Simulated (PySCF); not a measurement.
SMILES C[Si](C)(C)B(F)F, GFN2-xTB optimised geometry.

```
16

B      1.06    -1.39     0.00
F      0.58    -2.62     0.02
F      2.38    -1.39     0.00
Si    -0.06     0.26     0.00
C      0.81     1.71    -0.90
C     -0.41     0.83     1.80
C     -1.75    -0.04    -0.84
H      0.22     2.62    -0.85
H      1.78     1.92    -0.46
H      0.97     1.48    -1.95
H      0.52     1.05     2.33
H     -0.93     0.07     2.36
H     -1.02     1.73     1.82
H     -2.29    -0.85    -0.37
H     -1.64    -0.30    -1.89
H     -2.38     0.85    -0.79
```

Density from B3LYP/def2-TZVP in PySCF at that geometry.

Minimum of the electron density along straight lines between bonded atoms, close to the bond critical point (lines longer than 1.1 times the sum of covalent radii, or with two minima, are not listed):

```csv
bond,length / Å,ρ at the minimum / e bohr⁻³,∇²ρ there / e bohr⁻⁵,position (fraction from the first atom)
B1–F2,1.322,0.205,1.23,0.34
B1–F3,1.322,0.205,1.23,0.34
B1–Si4,1.998,0.115,[?],0.62
Si4–C5,1.913,0.115,0.13,0.39
Si4–C6,1.917,0.114,0.13,0.39
Si4–C7,1.913,0.115,0.13,0.39
C5–H8,1.086,0.276,-0.93,0.64
C5–H9,1.086,0.276,-0.93,0.64
C5–H10,1.086,0.276,-0.93,0.64
C6–H11,1.086,0.276,-0.93,0.64
C6–H12,1.086,0.276,-0.93,0.64
C6–H13,1.086,0.276,-0.93,0.64
C7–H14,1.086,0.276,-0.93,0.64
C7–H15,1.086,0.276,-0.93,0.64
C7–H16,1.086,0.276,-0.93,0.64
```

Task: What belongs in the gaps?

Result: 
- B1–Si4, ∇²ρ there / e bohr⁻⁵: 0.00
